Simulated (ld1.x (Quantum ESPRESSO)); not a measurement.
What one change does to a pseudopotential (Sm, RRKJ)

ld1.x (Quantum ESPRESSO) 7.5 input, shortened:

```
&input
   title='Sm', zed=62., rel=1, dft='PZ', iswitch=3,
   config='[Xe] 4f6 5d0 6s2 6p0'
 /
 &inputp
   pseudotype=2, tm=.false., lloc=0,
   nlcc=.false.
 /
4
5P  2  1   6.00   0.00  1.80  1.80  0.0
5D  3  2   0.00   0.00  3.60  3.60  0.0
4F  4  3   6.00   0.00  0.80  0.80  0.0
5S  1  0   2.00   0.00  1.50  1.50  0.0
 &test
   configts(1)='4f6 5s2 5p6 5d0 6s2 6p0'
 /
```

Occupied shells without a wave of their own: 6s. They enter only through the test configuration that unscreens the potential.

All-electron outer shells of the reference configuration (LDA (PZ), scalar-relativistic, ld1.x):

| shell | level (eV) | outermost node (bohr) | outermost maximum (bohr) |
| --- | --- | --- | --- |
| 4p | -246.92 | 0.30 | 0.56 |
| 4d | -128.67 | 0.28 | 0.59 |
| 5s | -43.39 | 0.69 | 1.27 |
| 5p | -23.32 | 0.74 | 1.43 |
| 6s | -3.73 | 1.70 | 3.62 |
| 4f | -2.66 | – | 0.61 |
| 5d | -1.84 | 0.84 | 2.19 |
| 6p | -1.26 | 2.06 | 4.94 |

Change: non-relativistic.

Cutoffs: the cutoffs (Ry, on a coarse ladder) from which the occupation-weighted sum of valence levels, in a spherical-Bessel basis at the reference potential, stays within 10 and 1 mRy of its value at 400 Ry; they do not see the model core or the augmentation charge, which bear on the density cutoff. Errors are all-electron minus pseudo energies relative to the spin-unpolarised reference configuration.

Task: What does the change do?

Result: Of the 9 tests that both files solve, the error grows in 2 and shrinks in 5 by more than 15 % and 0.3 meV (median size 126.2 → 118.7 meV); neither file shows a bound ghost.

| quantity | base | changed |
| --- | --- | --- |
| cutoff, loose | over 300 Ry | over 300 Ry |
| cutoff, tight | over 300 Ry | over 300 Ry |
| loose cutoff by channel (10 mRy a level) | p 35 Ry, f 300 Ry, s 50 Ry | p 35 Ry, f 300 Ry, s 45 Ry |
| bound ghosts | none | none |
| error for 4f6 5s2 5p6 5d0 6s1 6p0, meV [ΔE 6.15 → 5.79 eV] | -62 | -43 |
| error for 4f6 5s2 5p6 5d0 6s0 6p0, meV [ΔE 17.45 → 16.42 eV] | -168 | -119 |
| error for 4f5 5s2 5p6 5d0 6s0 6p0, meV [ΔE 41.60 → 43.96 eV] | -443 | -552 |
| error for 4f6 5s2 5p6 5d1 6s1 6p0, meV [ΔE 2.01 → 1.28 eV] | -35 | -15 |
| error for 4f5 5s2 5p6 5d0 6s2 6p0, meV [ΔE 9.40 → 13.23 eV] | -126 | -302 |
| error for 4f6 5s2 5p5 5d0 6s2 6p0, meV [ΔE 28.30 → 27.76 eV] | -33 | +1.4 |
| error for 4f6 5s2 5p6 5d0 6s0 6p1, meV [ΔE 9.40 → 8.51 eV] | -125 | -92 |
| error for 4f6 5s2 5p6 5d0 6s2 6p0 (spin-polarised), meV [ΔE -5.55 → -5.94 eV] | +11374 | +12712 |
| error for 4f6 5s2 5p6 5d0 6s1 6p0 (spin-polarised), meV [ΔE 0.25 → -0.44 eV] | +11462 | +12784 |
| s: phases at 3.92 bohr within 0.05 rad from the reference energy up to (Ry; the scan ends near 5) | n/a | 2.2 |
| p: phases at 3.92 bohr within 0.05 rad from the reference energy up to (Ry; the scan ends near 5) | 3.0 | 3.3 |
| d: phases at 3.92 bohr within 0.05 rad from the reference energy up to (Ry; the scan ends near 5) | 0.9 | 0.9 |
| f: phases at 3.92 bohr within 0.05 rad from the reference energy up to (Ry; the scan ends near 5) | 2.9 | n/a |

Base: The 6s level has no wave, so the channel is fitted at the deeper level alone: the likely source of the large errors. Changed file: The 6s level has no wave, so the channel is fitted at the deeper level alone: the likely source of the large errors.
